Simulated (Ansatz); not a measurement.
Ansatz (a first-principles code) input (PBE0/def2-QZVPP):
A basis named .json is the Basis Set Exchange file of that set.

Ansatz 0.2 input:
```yaml
crystal:
  periodic: [false, false, false]
  atoms:
    - {symbol: Zn, position_ang: [-0.16805243, 0.59616995, -0.08592024]}
    - {symbol: O, position_ang: [1.09995770, -0.82005192, -0.68158965]}
    - {symbol: H, position_ang: [1.75864739, -1.09174877, -0.02564343]}
    - {symbol: O, position_ang: [-0.67811345, -1.10551258, 0.81545117]}
    - {symbol: H, position_ang: [-0.09182857, -1.38883368, 1.53235836]}
basis:
  gaussian:
    orbitals: def2-QZVPP.json
hamiltonian:
  xc: {name: PBE0}
magnetization: {spin_polarized: true, initial_magnetization: 2}
```

Output:

```
Functional definition: PBE0
integrals: 0.19 GiB planned
1150 factors; their error is unknown
mean field: 1.71 GiB planned
mean field evaluation 1: about -52523.7200 eV, gradient 6.3e1 eV
mean field evaluation 2: about -52437.1649 eV, gradient 1.5e2 eV
mean field evaluation 4: about -52535.4884 eV, gradient 1.5e1 eV
mean field evaluation 8: about -52536.0182 eV, gradient 3.4e-1 eV
mean field evaluation 16: about -52536.1173 eV, gradient 1.4e-2 eV
mean field -52536.11728725 eV, -1930.6667000472 hartree, gradient 5.5e-5 eV, S^2 2.013147; 2 other end points of the search recorded, 0 dependent functions left out
reference -52536.11732170 eV, -1930.6667013132 hartree; 25, 23 occupied and 249, 251 virtual orbitals, 1150 factors
Total energy: -52536.11732170 eV, -1930.6667013132 hartree
```

The spin state was set by rule; other spins were not relaxed.
